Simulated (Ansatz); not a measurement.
Compare A (`O[SiH](O)CF`) with its isomer B (`OC(O)(F)[SiH3]`).

Computed with Ansatz on PBE0-D4/def2-TZVP structures; ΔE is electronic, products minus reactants. CCSD(T)/CBS is the MP2 limit (def2-TZVPP, def2-QZVPP) plus CCSD(T) − MP2 in def2-TZVPP, frozen cores. Functionals use def2-TZVPP. B3LYP here is the variant with VWN-RPA as its local correlation; programs differ in this. One conformer a species, not always the lowest.

Task: Which is lower in electronic energy at CCSD(T)/CBS, and by how much? (An estimate is asked.)

Result: The calculation gave: A, by 69.5 kcal/mol.

Task: Give E(B) − E(A) in kcal/mol with ωB97M-V, B2PLYP, r2SCAN-D4, B3LYP-D4, PBE-D4, HF/def2-TZVPP, CCSD(T)/def2-TZVPP. (An estimate is asked.)

Result: Ansatz gave: ωB97M-V 66.8, B2PLYP 68.9, r2SCAN-D4 66.0, B3LYP-D4 67.2, PBE-D4 61.6, HF/def2-TZVPP 70.4, CCSD(T)/def2-TZVPP 67.4. None reverses the order clearly.

Largest T1 diagnostic: 0.013.

From PBE to PBE0 (25 % exact exchange), in def2-TZVPP and without D4, E(B) − E(A) moves by +2.5 kcal/mol.
